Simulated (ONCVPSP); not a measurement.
Ca, ONCV: configuration errors across variants

ONCVPSP 4.0.1 input, shortened (lines: element, Z, core and valence counts, functional; n l f; lmax; l rc ep ncon nbas qcut; lloc lpopt rc5 dvloc0; l nproj debl; icmod fcfact rcfact), PBE, scalar-relativistic:

```
  Ca 20.00    3    4        4      upf
    1    0    2.00
    2    0    2.00
    2    1    6.00
    3    0    2.00
    3    1    6.00
    3    2    0.50
    4    0    1.50
    2
    0    1.60    0.00    3    7    9.20
    1    1.85    0.00    3    7    7.70
    2    2.35    0.00    5   10    6.20
    4    5    1.30    6.00
    0    2    1.80
    1    1    3.00
    2    2    0.40
    0    0.00    0.00
```

All-electron excitation energies from the reference (eV): (1) 3s2 3p6 3d0 4s2 -1.053; (2) 3s2 3p6 3d0 4s1 5.257; (3) 3s2 3p6 3d1 4s1 1.227.

2 further variants failed, have other tests or too few solved ones, and are left out.

Errors AE − PS in meV (a dash: test not solved or not reliable):

```csv
change,(1),(2),(3),bound ghosts,GHOST(+) flags above zero
base,+7.9,+9.2,+5.5,none,none
"p: rc 1.2; local potential polynomial inside 1.20 bohr (lpopt 5, dvloc0 6 Ha)",+7.9,+9.2,+5.4,none,none
"local potential polynomial inside 1.30 bohr (lpopt 5, dvloc0 8.5 Ha)",+7.9,+9.1,+5.4,none,none
p: nbas 6,+7.9,+9.2,+5.5,none,none
s: nproj 4,+7.9,+9.2,+5.5,none,none
```

(1) Give the same row for: d: debl 2.4.

## Answers

(1) +7.9, +9.2, +5.4; bound ghosts: none; GHOST(+) flags above zero: none.
